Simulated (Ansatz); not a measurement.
Stepwise reaction of `C[Si](Cl)(Cl)[GeH3]` with hydrogen fluoride, as a gas-phase model of exchange steps in deposition or etching. ΔE in kJ/mol.

Gas-phase electronic energies from Ansatz, PBE0-D4/def2-TZVP geometries. CCSD(T)/CBS is the MP2 limit (def2-TZVPP, def2-QZVPP) plus CCSD(T) − MP2 in def2-TZVPP, frozen cores. This one scheme is used for every species. Functionals use def2-TZVPP. B3LYP here is the variant with VWN-RPA as its local correlation; programs differ in this. For Ge outer-core shells are correlated without core-valence functions, which leaves a few kJ/mol of doubt a bond. Scalar relativity is left out up to krypton.

```tsv
step	reaction	PBE-D4	B3LYP-D4	ωB97M-V	CCSD(T)/CBS
2	`C[Si](F)(Cl)[GeH3]` + H–F → `C[Si](F)(F)[GeH3]` + HCl	-35.5	-45.0	-43.6	-40.7
```

Q: Give the row of step 1, `C[Si](Cl)(Cl)[GeH3]` + H–F → `C[Si](F)(Cl)[GeH3]` + HCl. (Estimate.)

A: Ansatz gave: 
```csv
step,reaction,PBE-D4,B3LYP-D4,ωB97M-V,CCSD(T)/CBS
1,`C[Si](Cl)(Cl)[GeH3]` + H–F → `C[Si](F)(Cl)[GeH3]` + HCl,-31.7,-40.7,-39.7,-35.4
```

Q: By hand: ΔE of the 2 steps together at CCSD(T)/CBS.

A: (-35.4) + (-40.7) = -76.1 kJ/mol, or -38.0 kJ/mol a step.

In ΔE each step is lower than the one before. All are downhill at CCSD(T)/CBS. PBE-D4 differs from CCSD(T)/CBS by 3.7 to 5.2 kJ/mol a step. Only this route is followed, and other bonds may react first. Isolated molecules leave out the surface, adducts and barriers. Largest T1 diagnostic: 0.012.
